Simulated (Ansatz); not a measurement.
C4H6AlClO2 (`[CH3][Al-]1([Cl])[O]C=CC=[O+]1`). Charge 0, multiplicity 1.

Cartesian coordinates in Å:
```
C 2.363 -0.963 -0.116
Al 0.435 -0.957 -0.270
Cl -0.585 -2.705 -0.909
O -0.403 -0.401 1.265
C -1.310 0.482 1.323
C -1.727 1.286 0.270
C -1.124 1.216 -0.979
O -0.195 0.418 -1.307
H 2.836 -1.189 -1.076
H 2.751 0.001 0.225
H 2.701 -1.724 0.594
H -1.779 0.615 2.303
H -2.511 2.010 0.437
H -1.451 1.909 -1.760
```

What are the harmonic wavenumbers in cm⁻¹ at PBE0-D4/def2-TZVP (Ansatz, finite differences of forces, unscaled)? (Best estimate.)

Ansatz gave: 50, 82, 117, 136, 166, 229, 303, 312, 425, 458, 479, 534, 560, 671, 697, 702, 805, 938, 1017, 1051, 1060, 1149, 1230, 1373, 1423, 1444, 1446, 1513, 1563, 1692, 3042, 3101, 3102, 3123, 3123, 3245.

Is this a minimum?

Yes, all 36 modes are real.

Give the ideal-gas thermochemistry at 298.15 K and 1 bar (rigid rotor, harmonic oscillator; point group Cs, symmetry number 1).

Zero-point energy 253.4 kJ/mol; H(298) − E = 281.0 kJ/mol; entropy 406.6 J/(mol·K), of which translation 171.2, rotation 122.7, vibration 112.7; G(298) − E = 159.7 kJ/mol. Modes under 100 cm⁻¹ are hindered rotations or soft bends, so the harmonic entropy is rough.

And at 400, 500, 600, 800 and 1000 K?


| T (K) | H − E (kJ/mol) | S (J/mol/K) | G − E (kJ/mol) |
| --- | --- | --- | --- |
| 400 | 297.3 | 453.4 | 115.9 |
| 500 | 315.8 | 494.7 | 68.5 |
| 600 | 336.4 | 532.2 | 17.1 |
| 800 | 382.3 | 598.0 | -96.1 |
| 1000 | 432.9 | 654.4 | -221.5 |

Rotational constants (cm⁻¹)?

0.06637, 0.03765, 0.03424.
